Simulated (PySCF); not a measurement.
Isomers of [C6H5O3S]- (charge -1), one GFN2-xTB conformer each. Single-point energies are computed at PBE0/pcSseg-1 (PySCF, gas phase, no added dispersion term), electronic only.

| SMILES | GFN2-xTB relative energy (kJ/mol) |
| --- | --- |
| COc1ccc(C(=O)[O-])s1 | 29.4 |
| O=S(=O)([O-])C=C1C=CC=C1 | 133.4 |
| O=S(=O)([O-])c1ccccc1 | 0.0 |

Conformers: `[CH3:1][O:2][c:3]1[cH:4][cH:5][c:6]([C:7](=[O:8])[O-:9])[s:10]1` (charge -1) with C1–O2–C3–C4 0°.

Problem. What does PBE0/pcSseg-1 give for the same structures?

Solution. 
```json
{"SMILES": "COc1ccc(C(=O)[O-])s1", "PBE0/pcSseg-1 E (Eh)": "-854.84132", "PBE0/pcSseg-1 (kJ/mol)": "0.0", "GFN2-xTB (kJ/mol)": "29.4", "point group": "Cs"}
{"SMILES": "O=S(=O)([O-])c1ccccc1", "PBE0/pcSseg-1 E (Eh)": "-854.81517", "PBE0/pcSseg-1 (kJ/mol)": "68.6", "GFN2-xTB (kJ/mol)": "0.0", "point group": "Cs"}
{"SMILES": "O=S(=O)([O-])C=C1C=CC=C1", "PBE0/pcSseg-1 E (Eh)": "-854.75609", "PBE0/pcSseg-1 (kJ/mol)": "223.8", "GFN2-xTB (kJ/mol)": "133.4", "point group": "Cs"}
```

GFN2-xTB puts O=S(=O)([O-])c1ccccc1 lowest instead; measured from each level's own lowest isomer, the values differ by up to 90.4 kJ/mol (O=S(=O)([O-])C=C1C=CC=C1: 133.4 against 223.8).
